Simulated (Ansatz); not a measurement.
C2H5ClGe can be A, `Cl[CH]1[CH2][GeH2]1`, or B, `C[CH2][Ge][Cl]`.

Calculated with Ansatz (gas phase, PBE0-D4/def2-TZVP geometries, no zero-point term in ΔE). CBS: MP2 limit from def2 TZ/QZ plus the TZ coupled-cluster correction, frozen cores. DFT in def2-TZVPP. B3LYP here is the variant with VWN-RPA as its local correlation; programs differ in this. For Ge outer-core shells are correlated without core-valence functions, which leaves a few kJ/mol of doubt a bond. Scalar relativity is left out up to krypton. One conformer a species, not always the lowest.

A:

Z-matrix (Å, degrees):
```
C
C 1 1.516
Ge 1 1.949 2 67.1
Cl 1 1.758 2 117.4 3 115.9
H 1 1.084 2 116.0 3 -110.7
H 2 1.085 1 115.6 3 -107.9
H 2 1.085 1 116.9 3 114.5
H 3 1.523 1 118.0 2 -105.5
H 3 1.520 1 117.4 2 102.1
```

B:

Z-matrix (Å, degrees):
```
C
C 1 1.517
H 1 1.092 2 111.4
H 1 1.094 2 111.5 3 120.5
H 1 1.092 2 111.4 3 -119.0
Ge 2 1.993 1 121.4 3 59.0
H 2 1.100 1 111.5 3 -178.3
H 2 1.101 1 111.4 3 -62.7
Cl 6 2.197 2 99.6 1 -3.2
```

(1) Which isomer does CCSD(T)/CBS put lower? Give the gap. (Best estimate.)

(2) Give E(B) − E(A) in kJ/mol with B3LYP, HF/def2-TZVPP, LDA (SPW92), MP2/def2-TZVPP, CCSD(T)/def2-SVP, CCSD/def2-TZVPP, B3LYP-D4. (Estimate.)

(3) Does the order hold for the free energy at 298.15 K (harmonic terms from PBE0-D4)? (Best estimate.)

Largest T1 diagnostic: 0.012.

Answers

(1) Computed: B, by 216.9 kJ/mol.

(2) Ansatz gave: B3LYP -240.3, HF/def2-TZVPP -252.3, LDA (SPW92) -192.6, MP2/def2-TZVPP -201.4, CCSD(T)/def2-SVP -221.5, CCSD/def2-TZVPP -216.0, B3LYP-D4 -241.7. None reverses the order clearly.

(3) Computed: Yes: G(B) − G(A) = -207.8 kJ/mol, for one conformer each. Modes under 60 cm⁻¹, often nearly free rotors, make the harmonic entropy too high.

Leaving LDA and LC-ωPBE aside and taking each functional with its dispersion term where it has one, the values, not all of them listed here, spread over 38.4 kJ/mol, from BLYP-D4 to PBE-QIDH. LDA lies +24.9 kJ/mol from PBE without D4. In def2-TZVPP, CCSD(T) changes the Hartree–Fock value by +42.6 kJ/mol (the triples alone add +6.2 kJ/mol) and MP2 by +51.0 kJ/mol.
